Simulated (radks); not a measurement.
The neodymium ion Nd+, 59 electrons, occupied as [Kr] 4d10 4f4 5s2 5p5.5 6s1 6p0.5 (fractional occupations, a model configuration).

Method: Dirac Kohn-Sham, PBEsol, spin-unpolarised, spherical densities, point nucleus; open shells are shared between the two j in proportion to 2j + 1; computed with a radial shooting solver on a logarithmic mesh with Libxc functionals.

Energy parts (hartree):
| part | energy |
|---|---|
| total | -9625.7037 |
| kinetic | 10380.9006 |
| electron-nucleus | -23505.1533 |
| Hartree | 3717.8243 |
| exchange-correlation | -219.2753 |

Orbitals (lengths in bohr, moments of r in powers of bohr; r(90%) holds 90 % of the orbital's charge):
| orbital | occ. | eigenvalue (hartree) | r(90%) |
|---|---|---|---|
| 1s1/2 | 2 | -1593.202 | 0.0427 |
| 2s1/2 | 2 | -257.8590 | 0.156 |
| 2p1/2 | 2 | -243.9859 | 0.139 |
| 2p3/2 | 4 | -224.8857 | 0.147 |
| 3s1/2 | 2 | -56.18504 | 0.391 |
| 3p1/2 | 2 | -50.26070 | 0.384 |
| 3p3/2 | 4 | -46.44831 | 0.402 |
| 3d3/2 | 4 | -36.12673 | 0.375 |
| 3d5/2 | 6 | -35.30228 | 0.380 |
| 4s1/2 | 2 | -11.42354 | 0.873 |
| 4p1/2 | 2 | -9.18887 | 0.909 |
| 4p3/2 | 4 | -8.36077 | 0.949 |
| 4d3/2 | 4 | -4.68859 | 1.06 |
| 4d5/2 | 6 | -4.54238 | 1.07 |
| 4f5/2 | 1.71429 | -0.39373 | 1.87 |
| 4f7/2 | 2.28571 | -0.37851 | 1.90 |
| 5s1/2 | 2 | -1.80597 | 2.11 |
| 5p1/2 | 1.83333 | -1.20356 | 2.40 |
| 5p3/2 | 3.66667 | -1.08845 | 2.53 |
| 5d3/2 | 0 | -0.33640 | 4.15 |
| 5d5/2 | 0 | -0.32730 | 4.23 |
| 6s1/2 | 1 | -0.34061 | 5.56 |
| 6p1/2 | 0.166667 | -0.23034 | 6.74 |
| 6p3/2 | 0.333333 | -0.21796 | 7.00 |
| 7s1/2 | 0 | -0.10982 | 11.8 |

The highest occupied level is 6p3/2 at -5.931 eV. The configuration is held as typed, so some empty levels lie below it. Summed over all electrons, <r^2> = 69.69 bohr^2, which gives a Langevin (diamagnetic) susceptibility term of -55.2 x 10^-6 cm^3/mol. The density falls to 0.001 e/bohr^3 at r = 4.97 bohr.
